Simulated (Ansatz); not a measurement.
```yaml
crystal:
  periodic: [false, false, false]
  atoms:
    - {symbol: O, position_ang: [2.858596, 0.932715, -1.061365]}
    - {symbol: S, position_ang: [2.565671, -0.086134, -0.010703]}
    - {symbol: O, position_ang: [2.942368, -1.484880, -0.352955]}
    - {symbol: O, position_ang: [2.849065, 0.329142, 1.394627]}
    - {symbol: C, position_ang: [0.669933, -0.079342, -0.016537]}
    - {symbol: C, position_ang: [-0.129810, -1.195500, -0.295101]}
    - {symbol: F, position_ang: [0.383034, -2.398518, -0.589581]}
    - {symbol: C, position_ang: [-1.536236, -1.113980, -0.280942]}
    - {symbol: F, position_ang: [-2.290606, -2.198772, -0.551533]}
    - {symbol: C, position_ang: [-2.164197, 0.102247, 0.016228]}
    - {symbol: F, position_ang: [-3.507579, 0.188061, 0.031728]}
    - {symbol: C, position_ang: [-1.381121, 1.232777, 0.298211]}
    - {symbol: F, position_ang: [-1.988433, 2.402193, 0.583865]}
    - {symbol: C, position_ang: [0.018581, 1.128771, 0.278472]}
    - {symbol: F, position_ang: [0.710724, 2.241230, 0.555586]}
basis:
  gaussian: {orbitals: def2-TZVPD}
total_charge: -1
magnetization: {spin_polarized: true, initial_magnetization: 2}
hamiltonian: {xc: pbe0, dispersion: d4}
scf: {omitted_lower_state_checks: [starts]}
output: {orbitals: {seedname: orbitals}}
```

```sh
$ ansatz run in.yaml --threads 4 --pin off --events-out ev --progress --plain --max-ram 6963MiB
```

Task: Does this run fit into the memory that it is given?

Result: No. It has 588 basis functions, and Ansatz plans for 12 GiB where 7 GiB are given.
